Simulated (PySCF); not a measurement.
C4H7F3S.
Geometry (PBE0-D3(BJ)/def2-SVP, Å), atoms numbered from 1 in this order:
```xyz
15
C4H7F3S angstrom
C     -1.9380    0.0999   -0.2798
C     -1.1251    0.9017    0.7157
S     -0.0038   -0.0737    1.7649
C      1.0159   -0.9507    0.5650
C      1.9672   -0.0945   -0.2372
F      2.7624    0.6419    0.5310
F      1.3118    0.7397   -1.0580
F      2.7443   -0.8680   -1.0048
H     -2.4745   -0.7242    0.2136
H     -2.6775    0.7476   -0.7762
H     -1.3011   -0.3229   -1.0711
H     -1.7793    1.3865    1.4576
H     -0.5559    1.7006    0.2185
H      0.4145   -1.5445   -0.1392
H      1.6227   -1.6537    1.1540
```

Computed with PySCF at CAM-B3LYP/def2-SVPD, non-relativistic, on one gas-phase PBE0-D3(BJ)/def2-SVP geometry that isn't relaxed in the solvent. The solvent is an IEF-PCM continuum (van der Waals radii × 1.2), and excitations are vertical TDDFT with non-equilibrium linear response and a frozen core. Only the electrostatic response of the medium enters.

```json
{"run": "gas", "E − E(gas) (kcal/mol)": "0.00", "HOMO (eV)": "-8.26", "HOMO–LUMO gap (eV)": "9.37", "dipole (D)": "2.12", "lowest singlet (eV)": "5.78", "static polarisability (au)": "72.4"}
{"run": "P", "E − E(gas) (kcal/mol)": "-4.60", "HOMO (eV)": "-8.20", "HOMO–LUMO gap (eV)": "9.49", "dipole (D)": "2.64", "lowest singlet (eV)": "5.87", "static polarisability (au)": "96.9"}
{"run": "Q", "E − E(gas) (kcal/mol)": "-3.98", "HOMO (eV)": "-8.20", "HOMO–LUMO gap (eV)": "9.48", "dipole (D)": "2.57", "lowest singlet (eV)": "5.85", "static polarisability (au)": "92.9"}
```

**Question.** The runs were made in dichloromethane and methanol. Which run belongs to which solvent?

**Answer.** P = methanol, Q = dichloromethane. The dielectric constants are 8.93 (dichloromethane), 32.61 (methanol), and the energy falls further as ε rises. The optical constants n² used for the excitations are 2.03, 1.77 in the same order. In this model the ground state sees the solvent through ε alone.

**Question.** How constant is the ratio of the lowering to (ε − 1)/(2ε + 1)?

**Answer.** 
```
        solvent  (ε − 1)/(2ε + 1)  E − E(gas) (kcal/mol)  ratio (kcal/mol)  polarisation term (kcal/mol)
dichloromethane             0.420                  -3.98              -9.5                         -4.49
       methanol             0.477                  -4.60              -9.6                         -5.29
```

The ratio changes by +1.7 % in size from dichloromethane to methanol. The polarisation term is half the interaction of the solute with the induced surface charges.
